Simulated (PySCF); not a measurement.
TiO2, SMILES [O]=[Ti]=[O], multiplicity 1.

The structure is a stationary point at TPSSh-D3(BJ)/def2-TZVP. The multiplicity is an assumed one; other spin states were not compared. The isomer is the one that the SMILES or the coordinates give; other isomers of the formula were not compared.

These are TDA-PBE0/def2-TZVPD in PySCF values and carry that method's errors.

Vertical excitations. Gas-phase values at a fixed geometry. State labels are in the subgroup C2v.

```csv
state,symmetry,energy (eV),λ (nm),f,main pairs
S1,B2,2.95,420,0.008,HOMO→LUMO 91 %
S2,A2,3.46,358,0.000,HOMO→LUMO+1 98 %
S3,B2,3.61,344,0.006,HOMO→LUMO+2 90 %
S4,A1,3.80,327,0.001,HOMO−1→LUMO 94 %
S5,B1,4.07,304,0.022,HOMO−2→LUMO 93 %
S6,B1,4.21,295,0.000,HOMO−1→LUMO+1 96 %
S7,A2,4.36,284,0.000,HOMO−3→LUMO 91 %
S8,A1,4.41,281,0.004,"HOMO−1→LUMO+2 56 %, HOMO−2→LUMO+1 37 %"
S9,B1,4.66,266,0.005,HOMO−2→LUMO+2 89 %
S10,B2,4.66,266,0.006,HOMO−4→LUMO 81 %
T1,B2,2.83,438,0,HOMO→LUMO 93 %
T2,A2,3.34,371,0,HOMO→LUMO+1 96 %
T3,B2,3.40,364,0,HOMO→LUMO+2 91 %
T4,A1,3.50,355,0,"HOMO−1→LUMO 58 %, HOMO−1→LUMO+2 39 %"
```
Triplets are in the Tamm–Dancoff approximation.
